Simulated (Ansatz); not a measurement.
The cluster Ge2Se3⁻. Total charge -1; doublet. Geometry r2SCAN-D4/def2-SVPD, basis def2-TZVPD, Ansatz.

```xyz
5

Ge    0.8196    0.8797    0.6012
Ge   -0.8197   -0.8798   -0.6014
Se    1.4417   -0.3366   -1.4730
Se   -0.0165   -1.1678    1.7313
Se   -1.4251    1.5045   -0.2581
```

```tsv
run	HOMO (eV)	LUMO (eV)
A	-1.60	0.30
B	-0.74	-0.29
C	-0.98	-0.26
D	-0.87	-0.55
```

The structure comes from a short search, and lower isomers may exist.

HOMO and LUMO are taken over both spins.

Question: The runs used LDA (SPW92), PBE, PBE0, r2SCAN. Estimate which is which.

Answer: A PBE0 (25 % exact exchange); B PBE (0 % exact exchange); C r2SCAN (0 % exact exchange); D LDA (SPW92) (0 % exact exchange). Exact exchange lowers occupied and raises empty levels; among semilocal functionals meta-GGAs tend to open the gap a little, and such runs are hard to tell apart. The gap grows from 0.31 eV (LDA (SPW92)) to 1.89 eV (PBE0).
